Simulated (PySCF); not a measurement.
Geometries of 2 isomers of C7H5F3S, from PBE0-D3(BJ)/def2-SVP geometry optimisation, gas phase (PySCF). One conformer each, no zero-point energy, no frequencies.

Question: Which isomer lies lower at this level?
A.
```xyz
16
angstrom
F      2.571    1.330    0.507
C      2.816    0.105    0.049
F      2.630    0.137   -1.268
F      4.090   -0.183    0.286
S      1.801   -1.160    0.864
C      0.199   -0.552    0.382
C     -0.458    0.383    1.186
C     -1.720    0.843    0.815
C     -2.323    0.366   -0.348
C     -1.666   -0.570   -1.145
C     -0.404   -1.033   -0.783
H      0.027    0.747    2.093
H     -2.234    1.576    1.440
H     -3.314    0.726   -0.634
H     -2.139   -0.944   -2.056
H      0.125   -1.763   -1.399
```
B.
```xyz
16
angstrom
F     -2.889   -1.530   -0.119
C     -2.437   -0.308   -0.417
F     -2.727   -0.069   -1.700
F     -3.152    0.562    0.309
C     -0.966   -0.176   -0.152
C     -0.239    0.844   -0.767
C      1.116    1.002   -0.501
C      1.766    0.135    0.387
S      3.479    0.262    0.776
C      1.033   -0.890    1.000
C     -0.321   -1.042    0.731
H     -0.735    1.519   -1.467
H      1.672    1.803   -0.994
H      3.739    1.330   -0.005
H      1.529   -1.577    1.691
H     -0.884   -1.847    1.207
```

Answer: B. That is `FC(F)(F)c1ccc(S)cc1` (4-(trifluoromethyl)thiophenol), 9.7 kcal/mol below the other.

| SMILES | atoms numbered as above | E (Eh) | relative (kcal/mol) | relative (kJ/mol) | dipole (D) |
| --- | --- | --- | --- | --- | --- |
| FC(F)(F)c1ccc(S)cc1 | [F:1][C:2]([F:3])([F:4])[c:5]1[cH:6][cH:7][c:8]([SH:9])[cH:10][cH:11]1 | -966.22466 | 0.0 | 0.0 | 2.43 |
| FC(F)(F)Sc1ccccc1 | [F:1][C:2]([F:3])([F:4])[S:5][c:6]1[cH:7][cH:8][cH:9][cH:10][cH:11]1 | -966.20925 | 9.7 | 40.5 | 2.54 |

As drawn, the lower has an S–H bond, which the higher lacks.
